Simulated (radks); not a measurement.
Question: Sb+, configuration [Kr] 4d10 5s2 5p2 (the NIST ground configuration). All-electron calculation, Dirac Kohn-Sham, BLYP, spin-unpolarised, spherical densities, point nucleus; open shells fill j = l - 1/2 first. Program: a radial shooting solver on a logarithmic mesh with Libxc functionals. Some entries of the table are withheld. Estimate them.

orbital,occ.,eigenvalue (eV),<r> (bohr),<r^2> (bohr^2)
1s1/2,2,-30297.79,0.02842,0.001094
2s1/2,2,-4615.823,0.1222,0.01767
2p1/2,2,-4319.103,0.1032,0.01311
2p3/2,4,-4067.162,0.1087,0.01441
3s1/2,2,-911.1576,0.3303,0.1249
3p1/2,2,-789.8802,0.3209,0.1197
3p3/2,4,-743.4042,0.3322,0.1281
3d3/2,4,-529.1595,0.3034,(1)
3d5/2,6,-519.4991,0.3070,(2)
4s1/2,2,(3),0.7906,0.7072
4p1/2,2,-115.5603,0.8323,0.7912
4p3/2,4,-106.9381,0.8616,0.8480
4d3/2,4,-42.1358,1.022,1.234
4d5/2,6,-40.8884,1.035,1.267
5s1/2,2,-20.3180,2.163,5.297
5p1/2,2,-12.2245,2.620,(4)
5p3/2,0,-11.4925,2.727,(5)

Answer: 
(1) 3d3/2 <r^2> (bohr^2): 0.1092
(2) 3d5/2 <r^2> (bohr^2): 0.1117
(3) 4s1/2 eigenvalue (eV): -156.5786
(4) 5p1/2 <r^2> (bohr^2): 7.862
(5) 5p3/2 <r^2> (bohr^2): 8.508
